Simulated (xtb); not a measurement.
xtb input (GFN1-xTB):

```bash
xtb mol.xyz --gfn 1 --sp --chrg 1 --uhf 0
```
mol.xyz:
```
16

C     -0.15940054     1.57954574     0.24414693
C     -0.58632340     0.13898903     0.30069527
C     -1.82138182    -0.21804191    -0.47909186
O      0.53910135    -0.76358318    -0.30400201
C      1.88247956    -0.77151140     0.31497741
H      0.74693558     1.77418607     0.81533264
H     -0.95501857     2.17928420     0.69004743
H     -0.02907078     1.92168892    -0.78426142
H     -0.61641175    -0.25258926     1.31557562
H     -1.75598714     0.11900883    -1.51622686
H     -2.02295121    -1.28766876    -0.44864277
H     -2.66894606     0.29743958    -0.02481147
H      2.37373398     0.18120732     0.14188235
H      2.41739053    -1.59731512    -0.14381901
H      1.71769010    -0.95733920     1.37092998
H      0.58758162    -0.64312596    -1.26835686
```

Output:

```
           -------------------------------------------------
          |                Calculation Setup                |
           -------------------------------------------------

           -------------------------------------------------
          |                 G F N 1 - x T B                 |
           -------------------------------------------------

        Reference                      10.1021/acs.jctc.7b00118
      * Hamiltonian:
        H0-scaling (s, p, d)           1.850000    2.250000    2.000000
        zeta-weighting                 0.000000
      * Dispersion:
        s8                             2.400000
        a1                             0.630000
        a2                             5.000000
        s9                             0.000000
      * Repulsion:
        kExp                           1.500000
        rExp                           1.000000
      * Coulomb:
        alpha                          2.000000
        third order                    atomic
        anisotropic                    false
      * Halogen bond correction:
        rad-scale                      1.300000
        damping                        0.440000

          ...................................................
          :                      SETUP                      :
          :.................................................:
          :  # basis functions                  42          :
          :  # atomic orbitals                  42          :
          :  # shells                           32          :
          :  # electrons                        32          :
          :  # halogen bonds                     0          :
          :  max. iterations                   250          :
          :  Hamiltonian                  GFN1-xTB          :
          :  restarted?                      false          :
          :  GBSA solvation                  false          :
          :  PC potential                    false          :
          :  electronic temp.          300.0000000     K    :
          :  accuracy                    1.0000000          :
          :  -> integral cutoff          0.2500000E+02      :
          :  -> integral neglect         0.1000000E-07      :
          :  -> SCF convergence          0.1000000E-05 Eh   :
          :  -> wf. convergence          0.2000000E-04 e    :
          :  Broyden damping             0.4000000          :
          :  net charge                          1          :
          :  unpaired electrons                  0          :
          ...................................................

 iter      E             dE          RMSdq      gap      omega  full diag
   1    -18.7782735 -0.187783E+02  0.700E+00    8.87       0.0  T
   2    -18.8228188 -0.445453E-01  0.421E+00    8.64       1.0  T
   3    -18.8238655 -0.104666E-02  0.631E-01    8.08       1.0  T
   4    -18.8247782 -0.912714E-03  0.733E-02    8.15       1.0  T
   5    -18.8247999 -0.217175E-04  0.231E-02    8.18       1.1  T
   6    -18.8248016 -0.170854E-05  0.387E-03    8.19       6.5  T
   7    -18.8248017 -0.685229E-07  0.676E-04    8.19      37.0  T
   8    -18.8248017 -0.388195E-08  0.127E-04    8.20     196.8  T
   9    -18.8248017 -0.655120E-10  0.303E-05    8.20     825.0  T

   *** convergence criteria satisfied after 9 iterations ***

         #    Occupation            Energy/Eh            Energy/eV
      -------------------------------------------------------------
         1        2.0000           -1.0660848             -29.0096
       ...           ...                  ...                  ...
        10        2.0000           -0.7322348             -19.9251
        11        2.0000           -0.7219501             -19.6453
        12        2.0000           -0.7074363             -19.2503
        13        2.0000           -0.6962077             -18.9448
        14        2.0000           -0.6904049             -18.7869
        15        2.0000           -0.6782490             -18.4561
        16        2.0000           -0.6738277             -18.3358 (HOMO)
        17                         -0.3726430             -10.1401 (LUMO)
        18                         -0.3414920              -9.2925
        19                         -0.3142145              -8.5502
        20                         -0.3053016              -8.3077
        21                         -0.2942712              -8.0075
       ...                                ...                  ...
        42                          0.2970974               8.0844
      -------------------------------------------------------------
                  HL-Gap            0.3011847 Eh            8.1957 eV
             Fermi-level           -0.5232353 Eh          -14.2380 eV

 SCC (total)                   0 d,  0 h,  0 min,  0.012 sec
 SCC setup                      ...        0 min,  0.000 sec (  0.889%)
 Dispersion                     ...        0 min,  0.000 sec (  0.543%)
 classical contributions        ...        0 min,  0.000 sec (  0.257%)
 integral evaluation            ...        0 min,  0.003 sec ( 23.824%)
 iterations                     ...        0 min,  0.003 sec ( 23.882%)
 molecular gradient             ...        0 min,  0.006 sec ( 48.939%)
 printout                       ...        0 min,  0.000 sec (  1.529%)

         :::::::::::::::::::::::::::::::::::::::::::::::::::::
         ::                     SUMMARY                     ::
         :::::::::::::::::::::::::::::::::::::::::::::::::::::
         :: total energy             -18.609559472702 Eh    ::
         :: gradient norm              0.033469487541 Eh/a0 ::
         :: HOMO-LUMO gap              8.195652065782 eV    ::
         ::.................................................::
         :: SCC energy               -18.824801681487 Eh    ::
         :: -> electrostatic           0.125452248302 Eh    ::
         :: repulsion energy           0.220299554025 Eh    ::
         :: dispersion energy         -0.005057345240 Eh    ::
         :: halogen bond corr.         0.000000000000 Eh    ::
         :: add. restraining           0.000000000000 Eh    ::
         :: total charge               1.000000000000 e     ::
         :::::::::::::::::::::::::::::::::::::::::::::::::::::

           -------------------------------------------------
          |                Property Printout                |
           -------------------------------------------------

    * Orbital Energies and Occupations

         #    Occupation            Energy/Eh            Energy/eV
      -------------------------------------------------------------
         1        2.0000           -1.0660848             -29.0096
       ...           ...                  ...                  ...
         4        2.0000           -0.8600753             -23.4038
         5        2.0000           -0.8366989             -22.7677
         6        2.0000           -0.8202520             -22.3202
         7        2.0000           -0.8052096             -21.9109
         8        2.0000           -0.7820360             -21.2803
         9        2.0000           -0.7458122             -20.2946
        10        2.0000           -0.7322348             -19.9251
        11        2.0000           -0.7219501             -19.6453
        12        2.0000           -0.7074363             -19.2503
        13        2.0000           -0.6962077             -18.9448
        14        2.0000           -0.6904049             -18.7869
        15        2.0000           -0.6782490             -18.4561
        16        2.0000           -0.6738277             -18.3358 (HOMO)
        17                         -0.3726430             -10.1401 (LUMO)
        18                         -0.3414920              -9.2925
        19                         -0.3142145              -8.5502
        20                         -0.3053016              -8.3077
        21                         -0.2942712              -8.0075
        22                         -0.2888722              -7.8606
        23                         -0.2715412              -7.3890
        24                         -0.2587151              -7.0400
        25                         -0.2350997              -6.3974
        26                         -0.2341107              -6.3705
        27                         -0.2230654              -6.0699
       ...                                ...                  ...
        42                          0.2970974               8.0844
      -------------------------------------------------------------
                  HL-Gap            0.3011847 Eh            8.1957 eV
             Fermi-level           -0.5232353 Eh          -14.2380 eV

  Mulliken/CM5 charges         n(s)   n(p)   n(d)
     1C    -0.11654 -0.26439   1.019  3.098  0.000
     2C     0.20772  0.14869   1.083  2.709  0.000
     3C    -0.10697 -0.25437   1.018  3.089  0.000
     4O    -0.36973 -0.62086   1.689  4.681  0.000
     5C     0.15593  0.02361   1.010  2.834  0.000
     6H     0.06708  0.12089   0.933  0.000  0.000
     7H     0.09273  0.14522   0.907  0.000  0.000
     8H     0.06521  0.11881   0.935  0.000  0.000
     9H     0.07908  0.14569   0.921  0.000  0.000
    10H     0.06325  0.11688   0.937  0.000  0.000
    11H     0.07978  0.13400   0.920  0.000  0.000
    12H     0.09042  0.14292   0.910  0.000  0.000
    13H     0.07688  0.13587   0.923  0.000  0.000
    14H     0.09884  0.15826   0.901  0.000  0.000
    15H     0.09478  0.15521   0.905  0.000  0.000
    16H     0.42154  0.59355   0.578  0.000  0.000

Wiberg/Mayer (AO) data.
largest (>0.10) Wiberg bond orders for each atom

 ---------------------------------------------------------------------------
     #   Z sym  total        # sym  WBO       # sym  WBO       # sym  WBO
 ---------------------------------------------------------------------------
     1   6 C    3.984 --     2 C    1.026     8 H    0.981     6 H    0.979
                             7 H    0.964
     2   6 C    3.757 --     1 C    1.026     3 C    1.021     9 H    0.970
                             4 O    0.698
     3   6 C    3.981 --     2 C    1.021    10 H    0.980    11 H    0.978
                            12 H    0.965
     4   8 O    2.369 --     5 C    0.818    16 H    0.801     2 C    0.698
     5   6 C    3.790 --    13 H    0.984    15 H    0.982    14 H    0.976
                             4 O    0.818
     6   1 H    0.996 --     1 C    0.979
     7   1 H    0.992 --     1 C    0.964
     8   1 H    0.996 --     1 C    0.981
     9   1 H    1.001 --     2 C    0.970
    10   1 H    0.996 --     3 C    0.980
    11   1 H    0.995 --     3 C    0.978
    12   1 H    0.992 --     3 C    0.965
    13   1 H    0.998 --     5 C    0.984
    14   1 H    0.994 --     5 C    0.976
    15   1 H    0.994 --     5 C    0.982
    16   1 H    0.834 --     4 O    0.801
 ---------------------------------------------------------------------------

Topologies differ in total number of bonds
Writing topology from bond orders to xtbtopo.mol

 dipole moment from electron density (au)
     X       Y       Z
   0.8906  -0.2728  -0.4835  total (Debye):    2.668

           -------------------------------------------------
          | TOTAL ENERGY              -18.609559472702 Eh   |
          | GRADIENT NORM               0.033469487541 Eh/α |
          | HOMO-LUMO GAP               8.195652065782 eV   |
           -------------------------------------------------

------------------------------------------------------------------------
------------------------------------------------------------------------
 total:
 SCF:
Note: The following floating-point exceptions are signalling: IEEE_DENORMAL
normal termination of xtb
```

It need not be the lowest isomer of its formula.
